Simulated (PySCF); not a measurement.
Isomers of C8H10Si, from PySCF, PBE0-D3(BJ)/def2-SVP geometry optimisation, gas phase. One conformer each, no zero-point energy, no frequencies.

**Question.** Which isomer lies lowest at this level?
A. `[CH3:1][C:2]#[C:3][C:4]#[C:5]/[CH:6]=[CH:7]/[CH2:8][SiH3:9]` with C6–C7–C8–Si9 -103°: A = 6592, B = 307.9, C = 300.8 MHz, dipole 0.46 D
B. `[CH:1]#[C:2][C:3]1=[CH:4][Si@H:5]([CH2:6][CH3:7])[CH:8]=[CH:9]1` with C4–Si5–C6–C7 67°: A = 2950, B = 769.8, C = 653.6 MHz, dipole 0.84 D
C. `[CH:1]#[C:2][C@H:3]([CH3:4])[C:5]1=[CH:6][SiH2:7][CH:8]=[CH:9]1` with C2–C3–C5–C6 14°: A = 2681, B = 889.5, C = 718.1 MHz, dipole 1.00 D

**Answer.** B. That is `C#CC1=C[Si@H](CC)C=C1`, 8.5 kcal/mol below the next.

| SMILES | mapped SMILES | E (Eh) | relative (kcal/mol) | relative (kJ/mol) | dipole (D) |
| --- | --- | --- | --- | --- | --- |
| C#CC1=C[Si@H](CC)C=C1 | [CH:1]#[C:2][C:3]1=[CH:4][Si@H:5]([CH2:6][CH3:7])[CH:8]=[CH:9]1 | -599.46950 | 0.0 | 0.0 | 0.84 |
| C#C[C@H](C)C1=C[SiH2]C=C1 | [CH:1]#[C:2][C@H:3]([CH3:4])[C:5]1=[CH:6][SiH2:7][CH:8]=[CH:9]1 | -599.45595 | 8.5 | 35.6 | 1.00 |
| CC#CC#C/C=C/C[SiH3] | [CH3:1][C:2]#[C:3][C:4]#[C:5]/[CH:6]=[CH:7]/[CH2:8][SiH3:9] | -599.42057 | 30.7 | 128.5 | 0.46 |
